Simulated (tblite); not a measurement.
A tight-binding relaxation on `[C@]1(Cl)(/C=C/F)[C@@H](C1)OC`.

Computed with GFN2-xTB geometry optimisation, gas phase (tblite 0.8.0). Start geometry: from a force field or distance geometry. A driver script takes a list of jobs; this job's settings line and coordinates (Å) are shown.

Command:
```bash
OMP_NUM_THREADS=1 python probes_run.py task.json out
```

Input:
```
{"job": {"kind": "relax", "xc": "GFN2-xTB", "basis": "xTB"}, "charge": 0, "multiplicity": 1}
C      1.921300     0.177200     1.780300
O      1.520400     0.412000     0.422200
C      0.872200    -0.739100    -0.154100
C      0.312200    -0.489200    -1.542900
C     -0.637700    -0.660500    -0.368400
Cl    -1.531100    -2.186300    -0.260900
C     -1.387800     0.518300     0.077200
C     -2.372700     1.129500    -0.570000
F     -2.998600     2.195700    -0.057900
H      1.037000    -0.080700     2.394100
H      2.653800    -0.622300     1.827800
H      2.352700     1.095500     2.175200
H      1.301000    -1.712300     0.021000
H      0.457000     0.487100    -1.968500
H      0.390000    -1.292900    -2.253100
H     -1.112900     0.922900     1.061700
H     -2.783900     0.857200    -1.534700
```

Output:
```
step      E/eV     max force
  0    -822.07413    1.786
  1    -822.15440    0.607
  2    -822.17255    0.421
  3    -822.18671    0.335
  4    -822.19538    0.318
  5    -822.20284    0.234
  6    -822.20680    0.126
  7    -822.20859    0.087
  8    -822.20990    0.074
  9    -822.21106    0.071
... (126 lines left out)
136    -822.36707    0.018
137    -822.36715    0.014
138    -822.36722    0.015
139    -822.36726    0.016
140    -822.36730    0.019
141    -822.36733    0.017
142    -822.36735    0.013
143    -822.36737    0.012
144    -822.36738    0.011
145    -822.36740    0.009
```

«max force» is the largest atomic force in eV/Å.

From which step on does the largest force stay under 0.1 eV/Å, and how much energy is left to gain from there?

From step 98 (0.078 eV/Å), 15.9 meV above the end.

Main results: energy lowered by 6.8 kcal/mol over 145 steps; largest atomic force 0.009 eV/Å at the end.

Where do the atoms end?

0.717 Å rms from the input after alignment:
```
atom  x, y, z in Å
C1     1.5311    0.1331    1.8238
O2     1.6704    0.2368    0.4213
C3     0.9787   -0.7371   -0.2730
C4     0.6176   -0.4583   -1.6943
C5    -0.4770   -0.4953   -0.6533
Cl6   -1.5153   -1.9195   -0.6663
C7    -1.1339    0.7513   -0.2528
C8    -2.4170    0.8805    0.0399
F9    -2.9214    2.0684    0.4085
H10    0.4839    0.2360    2.1270
H11    1.9151   -0.8268    2.1861
H12    2.1178    0.9442    2.2485
H13    1.2355   -1.7595    0.0011
H14    0.8818    0.5106   -2.0884
H15    0.6722   -1.2675   -2.4047
H16   -0.4790    1.6095   -0.1944
H17   -3.1674    0.1057    0.0199
```

On one thread, Arm Neoverse V2 (aarch64), shared host, this took 0.92 s of wall time.
Labels such as C1 count atoms from 1, the log's own numbers from 0.
